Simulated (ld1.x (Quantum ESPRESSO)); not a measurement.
What one change does to a pseudopotential (S (Z = 16), TM)

```
Element                 : sulfur (S)
Generator               : ld1.x (Quantum ESPRESSO) 7.5
Type                    : norm-conserving Troullier–Martins (Kleinman–Bylander form)
Functional              : PBE
Relativity              : non-relativistic
Frozen core             : [Ne]
Valence charge          : 6
Reference configuration : 3s2 3p3 (charge +1)
Partial waves           : 3p (bound): rc 1.45 bohr; 3d channel at 0.1 Ry: rc 1.10 bohr; 3s (bound): rc 1.20 bohr
Local potential         : the s channel
Core correction         : Bessel-smoothed model core inside 0.90 bohr
```

Change: all radii but the core radius scaled by about 1.15 (s 1.38, p 1.66, d 1.26 bohr).

Cutoffs: the cutoffs (Ry, on a coarse ladder) from which the occupation-weighted sum of valence levels, in a spherical-Bessel basis at the reference potential, stays within 10 and 1 mRy of its value at 400 Ry; they do not see the model core or the augmentation charge, which bear on the density cutoff. Errors are all-electron minus pseudo energies relative to the spin-unpolarised reference configuration.

Question: What does the change do?

Answer: The potential gets softer (50 Ry and 110 Ry → 40 Ry and 60 Ry); of the 7 tests that both files solve, the error grows in 1 and shrinks in 2 by more than 15 % and 0.3 meV (median size 4.7 → 4.0 meV); neither file shows a bound ghost. A larger radius leaves more room for a smooth pseudo-wave, so fewer plane waves are needed.

| quantity | base | changed |
| --- | --- | --- |
| cutoff, loose | 50 Ry | 40 Ry |
| cutoff, tight | 110 Ry | 60 Ry |
| loose cutoff by channel (10 mRy a level) | p 10 Ry, s 40 Ry | p 10 Ry, s 21 Ry |
| bound ghosts | none | none |
| error for 3s2 3p4, meV [ΔE -11.78 eV] | +4.4 | +4.0 |
| error for 3s2 3p2, meV [ΔE 22.30 eV] | +10 | +9.7 |
| error for 3s2 3p1, meV [ΔE 56.35 eV] | +56 | +53 |
| error for 3s1 3p5, meV [ΔE -1.60 eV] | +0.9 | +1.3 |
| error for 3s1 3p4, meV [ΔE 10.74 eV] | -1.1 | -0.6 |
| error for 3s2 3p4.3, meV [ΔE -13.50 eV] | +6.2 | +5.7 |
| error for 3s0 3p6, meV [ΔE 8.70 eV] | -4.7 | -2.5 |
